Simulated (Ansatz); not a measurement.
Species: SnI2 (charge 0, singlet). 
Geometry from a B3LYP-D3(BJ)/def2-TZVP (Ansatz, a first-principles code) optimisation:
SMILES: [Sn]([I])[I]
```xyz
3

Sn     0.0121     0.0019     1.1958
I      1.0631    -1.8353    -0.5720
I     -1.0745     1.8335    -0.5562
```
Charge 0, spin multiplicity 1.

Basis-set convergence of Hartree-Fock and CCSD(T) correlation energies (hartree) with Ansatz. Cores are frozen in the correlated levels unless marked. No spin-orbit coupling. Frozen are the shells of the preceding noble gas and the d and f shells that filled before the atom's block. Past Kr the def2 sets carry scalar-relativistic core potentials.

```tsv
basis	functions	E(HF)	E(corr, CCSD(T))	rough core time
def2-SVP	78	-806.76986	-0.28732	under 20 s
def2-TZVPP	150	-806.79609	-0.39754	under 20 s
def2-QZVPP	246	-806.80023	-0.44698	60 s
```

Extrapolating the two largest sets (X = 3 and 4) as X^-3: E(corr) = (64·(-0.44698) - 27·(-0.39754))/37 = -0.4831 Eh, an estimate of the basis-set limit. The largest set recovers 92.5 % of it, the smallest 59.5 %.
